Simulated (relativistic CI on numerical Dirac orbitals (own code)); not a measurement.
Eu XLII: q coefficients and field-shift factors

Method of calculation: Dirac-Coulomb-Breit CI, orbitals from a KLI potential per configuration, derivatives by finite differences, unscaled Slater integrals, QED left out (own radial code, finite nucleus).

Configurations in the expansion (outside the closed core [Ne] 3s2): 3p⁶3d⁴, 3p⁵3d⁵, 3p⁶3d³4p, 3p⁶3d²4s4p, 3p⁶3d²4s², 3p⁶3d4s²4p. Double excitations out of closed p, d and f shells are left out; levels of such configurations are missing from the list, as are those of other unlisted configurations, and high levels can miss mixing partners.

With x = (α/α₀)² − 1 an excitation energy changes as ω = ω₀ + qx; K = 2q/ω₀ is the relative enhancement. Terms are leading LS components, so labels can repeat. The field-shift factor is F = δν/δ⟨r²⟩ for the transition from the lowest level.

Lowest level 3p⁶3d⁴ ³P0.

```tsv
Level	ω₀ (cm⁻¹)	q (cm⁻¹)	K	F (GHz/fm²)
3p⁶3d⁴ ⁵D1	206932	267700	2.59	3.65
3p⁶3d⁴ ³F4	290274	260700	1.8	3.88
3p⁶3d⁴ ⁵D2	293065	307500	2.1	4.39
3p⁶3d⁴ ⁵D3	321302	297000	1.85	4.37
3p⁶3d⁴ ⁵D0	480339	525300	2.19	7.41
3p⁶3d⁴ ⁵D4	494474	528900	2.14	7.52
3p⁶3d⁴ ⁵D2	498171	489100	1.96	7.07
3p⁶3d⁴ ⁵D3	511935	519700	2.03	7.46
3p⁶3d⁴ ³H5	537540	517400	1.93	7.55
3p⁶3d⁴ ³H6	556046	515400	1.85	7.61
3p⁶3d⁴ ³P1	566767	540900	1.91	7.87
3p⁶3d⁴ ³G4	595446	526800	1.77	7.84
3p⁶3d⁴ ³F3	601771	511500	1.7	7.68
```

At this charge energies of transitions that change n are usually good to better than 1 %, and those within a shell (Δn = 0) to a few per cent.
